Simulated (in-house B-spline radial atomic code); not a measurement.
## Ionising K⁺ with different functionals

Computed with a B-spline radial code for spherical atoms: non-relativistic Hamiltonian, point nucleus, spin-polarised at highest spin, spherical fractional occupations for the functionals, and exact exchange of hybrids averaged over the configuration. The ionisation energy is the difference of two self-consistent energies, [Ne] 3s2 3p6 → [Ne] 3s2 3p5, without Breit or QED terms; ε is the level of the shell that loses the electron (its least bound occupied spin orbital).

```
   method                    rung  ΔSCF (eV)  -ε(3p) (eV)
     PBE0           global hybrid      31.69        26.92
    B3LYP           global hybrid      31.71        26.54
    TPSSh           global hybrid      31.80        25.88
   M06-2X           global hybrid      31.37        28.77
BHandHLYP           global hybrid      31.58        28.79
  r2SCAN0           global hybrid      31.98        27.30
    B97-1           global hybrid      31.62        26.51
    HSE06  range-separated hybrid          ?            ?
    wB97X  range-separated hybrid          ?            ?
CAM-B3LYP  range-separated hybrid      31.68        28.44
  LC-wPBE  range-separated hybrid      31.74        29.95
```

What does wB97X give?

ΔSCF 31.61 eV, and -ε(3p) = 29.50 eV.

What does HSE06 give?

ΔSCF 31.68 eV, and -ε(3p) = 26.50 eV.

Among the functionals, which spreads more, the ΔSCF values or the orbital energies?

The orbital energies: ΔSCF values span about 0.61 eV and the orbital energies 4.07 eV; here energy differences depend much less on the functional than eigenvalues do.

How do they compare with the NIST value?

NIST lists 31.625 eV (measured, ground level to ground level). Errors run from -0.25 to +0.35 eV; B97-1 is closest (-0.00 eV), but part of that can be cancellation, since the calculations leave out relativity, Breit-QED terms, multiplet and fine-structure energies.
